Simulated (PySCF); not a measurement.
## Steps of a relaxation of Nd(CH3)2

Nd(CH3)2 (singlet in the valence; each metal's 4f electrons, 4 of them, lie in its core potential, out of spins and levels). PySCF 2.14.0, RKS PBE0, Nd lcecp-0-SVP with ECP50, C def2-SVP, H def2-SVP; non-relativistic Hamiltonian with scalar-relativistic core potentials where named; density fitting; no spin-orbit coupling. Origin of the start: template. Columns: position (Å) and force (eV/Å). Energies are counted from the last step; some of the 15 steps are shown. Forces carry noise of the integration grid, about 0.01 to 0.03 eV/Å.

Run from Python with OMP_NUM_THREADS=2. Where DIIS fails, smearing, a level shift and second-order steps follow.
It took 47 s on 2 threads of Arm Neoverse V2 (shared host), from the converged density of the start.

```xyz
9
step 0  E = 0.206 eV
Nd    0.0000    0.0000   -0.1953     0.00    0.00   -0.25
C     2.4301    0.0000    0.8922    -1.34    0.00   -0.35
H     3.1815    0.0000    0.1027     0.50    0.00   -0.28
H     2.5518    0.8900    1.5097     0.29    0.35    0.38
H     2.5518   -0.8900    1.5097     0.29   -0.35    0.38
C    -2.4301    0.0000    0.8922     1.34    0.00   -0.35
H    -3.1815    0.0000    0.1027    -0.50    0.00   -0.28
H    -2.5518   -0.8900    1.5097    -0.29   -0.35    0.38
H    -2.5518    0.8900    1.5097    -0.29    0.35    0.38
```

```xyz
9
step 5  E = 0.028 eV
Nd    0.0000    0.0000   -0.4840     0.00    0.00    0.16
C     2.2140    0.0000    0.8883    -0.06    0.00   -0.09
H     3.0726    0.0000    0.1844     0.06    0.00   -0.03
H     2.3780    0.8772    1.5430    -0.06    0.07    0.02
H     2.3780   -0.8772    1.5430    -0.06   -0.07    0.02
C    -2.2140    0.0000    0.8883     0.06    0.00   -0.09
H    -3.0726    0.0000    0.1844    -0.06    0.00   -0.03
H    -2.3780   -0.8772    1.5430     0.06   -0.07    0.02
H    -2.3780    0.8772    1.5430     0.06    0.07    0.02
```

```xyz
9
step 9  E = 0.007 eV
Nd    0.0000    0.0000   -0.5933     0.00    0.00   -0.08
C     2.1080    0.0000    0.8721     0.11    0.00   -0.03
H     3.0407    0.0000    0.2637    -0.06    0.00    0.11
H     2.1720    0.8850    1.5388     0.01   -0.04   -0.02
H     2.1720   -0.8850    1.5388     0.01    0.04   -0.02
C    -2.1080    0.0000    0.8721    -0.11    0.00   -0.03
H    -3.0407    0.0000    0.2637     0.06    0.00    0.11
H    -2.1720   -0.8850    1.5388    -0.01    0.04   -0.02
H    -2.1720    0.8850    1.5388    -0.01   -0.04   -0.02
```

Question: Where does the relaxation end?

Answer: It converges at step 14 in C2v:
```xyz
9
step 14  E = 0
Nd    0.0000    0.0000   -0.6801
C     2.0714    0.0000    0.8509
H     3.0642    0.0000    0.3577
H     2.0634    0.8815    1.5241
H     2.0634   -0.8815    1.5241
C    -2.0714    0.0000    0.8509
H    -3.0642    0.0000    0.3577
H    -2.0634   -0.8815    1.5241
H    -2.0634    0.8815    1.5241
```

Question: How did the contacts change?

Answer: 
| contact | start (Å) | end (Å) |
| --- | --- | --- |
| Nd1–C2 (CH3) | 2.662 | 2.576 |
| Nd1–C6 (CH3) | 2.662 | 2.576 |


A frequency check found unstable modes (2, the lowest at -37 cm⁻¹), so the relaxed geometry is a saddle point, or these are noise. An lcecp potential fixes the number of 4f electrons, so in runs with it no electron can move into or out of that shell; real Nd(II) is rare or takes another configuration.
